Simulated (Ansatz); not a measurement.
Ga12N12 (started as a model of: (GaN)12 cage of four- and six-membered rings): single points at one geometry.

```yaml
crystal:
  periodic: [false, false, false]
  atoms:
    - {symbol: Ga, position_ang: [-2.739860, 0.722154, -0.184948]}
    - {symbol: Ga, position_ang: [-1.678495, 0.618740, 2.205241]}
    - {symbol: Ga, position_ang: [-0.495074, 2.775274, 0.339834]}
    - {symbol: Ga, position_ang: [-0.682901, 1.359968, -2.397208]}
    - {symbol: Ga, position_ang: [-1.360509, -1.160832, -2.205584]}
    - {symbol: Ga, position_ang: [-1.799510, -2.078758, 0.709072]}
    - {symbol: Ga, position_ang: [0.494958, -2.775272, -0.340048]}
    - {symbol: Ga, position_ang: [0.683156, -1.359998, 2.397199]}
    - {symbol: Ga, position_ang: [1.360487, 1.160848, 2.205553]}
    - {symbol: Ga, position_ang: [1.799576, 2.078920, -0.708938]}
    - {symbol: Ga, position_ang: [1.678469, -0.618777, -2.205233]}
    - {symbol: Ga, position_ang: [2.739744, -0.722307, 0.185047]}
    - {symbol: N, position_ang: [-2.802690, -0.605751, 1.218457]}
    - {symbol: N, position_ang: [-2.078774, 2.087180, 1.013512]}
    - {symbol: N, position_ang: [0.153801, 2.736718, -1.480674]}
    - {symbol: N, position_ang: [-2.354218, 0.482015, -1.981896]}
    - {symbol: N, position_ang: [0.096686, -0.261998, -3.103211]}
    - {symbol: N, position_ang: [-1.287601, -2.626119, -1.072841]}
    - {symbol: N, position_ang: [-0.153668, -2.736541, 1.480524]}
    - {symbol: N, position_ang: [-0.096654, 0.261909, 3.103019]}
    - {symbol: N, position_ang: [1.287410, 2.626179, 1.072864]}
    - {symbol: N, position_ang: [2.354476, -0.481960, 1.982068]}
    - {symbol: N, position_ang: [2.078801, -2.087293, -1.013589]}
    - {symbol: N, position_ang: [2.802409, 0.605688, -1.218238]}
basis:
  gaussian: {orbitals: def2-SVP, initial_orbitals: start.molden}
correlation: {method: mp2}
scf: {omitted_lower_state_checks: [starts]}
output: {orbitals: {seedname: orbitals}}
```

The file start.molden holds the orbitals of an earlier run on this structure, at another level or in another basis.

```sh
$ ansatz run in.yaml --threads 4 --pin off --events-out ev --progress --plain --max-ram 66560MiB --backend cuda --devices 0, --max-vram 37GiB
```

Output, abridged:

```
Functional definition: HF
5508 factors; integrals over basis functions are off by at most 7.4e-4 eV
mean field evaluation 1: about -645697.4791 eV, gradient 5.6e1 eV
mean field evaluation 2: about -645704.2451 eV, gradient 6.0e0 eV
mean field evaluation 4: about -645705.2037 eV, gradient 2.2e0 eV
mean field evaluation 8: about -645705.2131 eV, gradient 3.2e-4 eV
mean field -645705.21308489 eV, -23729.2289061566 hartree, gradient 5.0e-6 eV, S^2 0.000000; 0 other end points of the search recorded, 0 dependent functions left out
120 core orbitals not correlated: weight in the atoms' cores, before any rotation towards them, 1.000 or more for the frozen orbitals, at most 0.000 for the correlated occupied ones
reference -645705.21308489 eV, -23729.2289061566 hartree; 108, 108 occupied and 324, 324 virtual orbitals, 5508 factors
second order -124.34809061 eV of doubles, -0.00000000 eV of singles
Total energy: -645829.56117550 eV, -23733.7986142003 hartree
Checks for a lower state left out: starts
```

It took 10 s on 4 threads of AMD EPYC 7R13 on a shared host and a share (37 GiB) of an NVIDIA H100 80GB HBM3, peak host memory 1.5 GiB.

As the first input, with `gaussian: {orbitals: def2-TZVP, fitting: {mean_field: def2-universal-jkfit}, initial_orbitals: start.molden}`, `hamiltonian: {xc: r2scan, dispersion: d4}` and without the key `correlation` (abridged; 11 s):

```
Functional definition: r2SCAN
mean field -646423.68986159 eV, -23755.6324406991 hartree, gradient 2.5e-5 eV, S^2 0.000000
Total energy: -646424.53029146 eV, -23755.6633259273 hartree
Checks for a lower state left out: starts
```

First input, but with `gaussian: {orbitals: def2-SVP, fitting: {mean_field: def2-universal-jkfit}, initial_orbitals: start.molden}`, `hamiltonian: {xc: pbe0, dispersion: d4}` and without the key `correlation` (abridged; 6.5 s):

```
Functional definition: PBE0
mean field -646230.88254975 eV, -23748.5469026787 hartree, gradient 2.2e-5 eV, S^2 0.000000
Total energy: -646233.80630800 eV, -23748.6543488124 hartree
Checks for a lower state left out: starts
```

As the first input, with `gaussian: {orbitals: def2-TZVP, fitting: {mean_field: def2-universal-jkfit}, initial_orbitals: start.molden}`, `hamiltonian: {xc: {name: r2SCAN0}, dispersion: d4}` and without the key `correlation` (abridged; 13 s):

```
Functional definition: r2SCAN0
mean field -646411.19832041 eV, -23755.1733850279 hartree, gradient 2.6e-5 eV, S^2 0.000000
Total energy: -646412.26636523 eV, -23755.2126349510 hartree
Checks for a lower state left out: starts
```

The first input with `gaussian: {orbitals: def2-TZVP, fitting: {mean_field: def2-universal-jkfit}, initial_orbitals: start.molden}`, `hamiltonian: {xc: pbe0, dispersion: d4}` and without the key `correlation` (abridged; 17 s):

```
Functional definition: PBE0
mean field -646331.88960307 eV, -23752.2588434232 hartree, gradient 2.4e-5 eV, S^2 0.000000
Total energy: -646334.81336087 eV, -23752.3662895404 hartree
Checks for a lower state left out: starts
```

As the first input, with `gaussian: {orbitals: def2-TZVP, fitting: {mean_field: def2-universal-jkfit}, initial_orbitals: start.molden}`, `hamiltonian: {xc: pbe, dispersion: d4}`, `output: {forces: true, orbitals: {seedname: orbitals}}` and without the key `correlation` (abridged; 12 s):

```
Functional definition: PBE
mean field -646320.33290546 eV, -23751.8341426195 hartree, gradient 2.0e-5 eV, S^2 0.000000
Total energy: -646323.57695153 eV, -23751.9533591134 hartree
Atom 0 force     0.127065    -0.030064     0.051434 eV/Å
Atom 1 force     0.045594    -0.022204    -0.130819 eV/Å
Atom 2 force     0.062543    -0.121444    -0.032656 eV/Å
Atom 3 force     0.013826    -0.099972     0.097318 eV/Å
Atom 4 force     0.065980     0.092487     0.082602 eV/Å
Atom 5 force     0.112750     0.068066    -0.047418 eV/Å
Atom 6 force    -0.062082     0.121457     0.032921 eV/Å
Atom 7 force    -0.014201     0.100120    -0.097208 eV/Å
Atom 8 force    -0.065568    -0.092313    -0.082902 eV/Å
Atom 9 force    -0.113337    -0.068426     0.046741 eV/Å
Atom 10 force    -0.045871     0.022268     0.130648 eV/Å
Atom 11 force    -0.126772     0.030488    -0.051859 eV/Å
Atom 12 force    -0.100425    -0.052151     0.042212 eV/Å
Atom 13 force    -0.060046     0.101021     0.031082 eV/Å
Atom 14 force    -0.008643     0.091230    -0.079190 eV/Å
Atom 15 force    -0.107666     0.024908    -0.052243 eV/Å
Atom 16 force     0.032555    -0.017405    -0.114498 eV/Å
Atom 17 force    -0.055713    -0.085244    -0.065685 eV/Å
Atom 18 force     0.008465    -0.091757     0.079525 eV/Å
Atom 19 force    -0.032520     0.017494     0.115217 eV/Å
Atom 20 force     0.056142     0.085085     0.066077 eV/Å
Atom 21 force     0.107076    -0.024891     0.051956 eV/Å
Atom 22 force     0.059675    -0.100965    -0.030755 eV/Å
Atom 23 force     0.101175     0.052210    -0.042501 eV/Å
Dipole moment:     0.000024    -0.000029     0.000035 e Å
Checks for a lower state left out: starts
```

First input, but with `gaussian: {orbitals: def2-SVP, fitting: {mean_field: def2-universal-jkfit}, initial_orbitals: start.molden}`, `hamiltonian: {xc: pbe, dispersion: d4}` and without the key `correlation` (abridged; 6 s):

```
Functional definition: PBE
mean field -646219.15197821 eV, -23748.1158121259 hartree, gradient 2.7e-5 eV, S^2 0.000000
Total energy: -646222.39602720 eV, -23748.2350287274 hartree
Checks for a lower state left out: starts
```

Geometry: PBE-D4/def2-SVP.

Correlated methods freeze 120 core orbitals; core or outer-core shells of Ga are correlated, in sets that lack core-valence functions. Single mean-field runs in def2-SVP, def2-TZVP are fitted with def2-universal-jkfit.
